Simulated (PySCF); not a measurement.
## The third ionisation energy along group 16

All values are computed (PySCF 2.14, energy differences of UHF-based or UKS calculations, no spin-orbit coupling). Values in eV. The last column holds reference values (NIST; (s) semi-empirical, (t) theoretical, else measured). Unmarked ones compare directly (S terms, centres of terms, or small fine structure); those marked * lie between the lowest fine-structure levels and include a spin-orbit shift.

| element | configurations | UHF | MP2 (valence) | SCS-MP2 (valence) | CCSD (valence) | CCSD(T) (valence) | reference |
| --- | --- | --- | --- | --- | --- | --- | --- |
| O (6-31G*, non-relativistic) | [He] 2s2 2p2 → [He] 2s2 2p1 | 54.682 | 54.742 | 54.653 | 54.482 | 54.486 | 54.936 (s) * |
| S (6-31G*, non-relativistic) | [Ne] 3s2 3p2 → [Ne] 3s2 3p1 | 34.249 | 34.526 | 34.451 | 34.547 | 34.553 | 34.86 ± 0.04 (s) * |
| Se (6-31G*, non-relativistic) | [Ar] 3d10 4s2 4p2 → [Ar] 3d10 4s2 4p1 | 31.109 | 31.364 | 31.303 | 31.399 | 31.404 | 31.697 ± 0.019 * |

"Valence" correlates the outer s and p shells and, in groups 3 to 12 and the f block, the outer d or f shell, open or full, or the next shell where the ion has no valence electron left; the wider scheme adds the next inner shell.
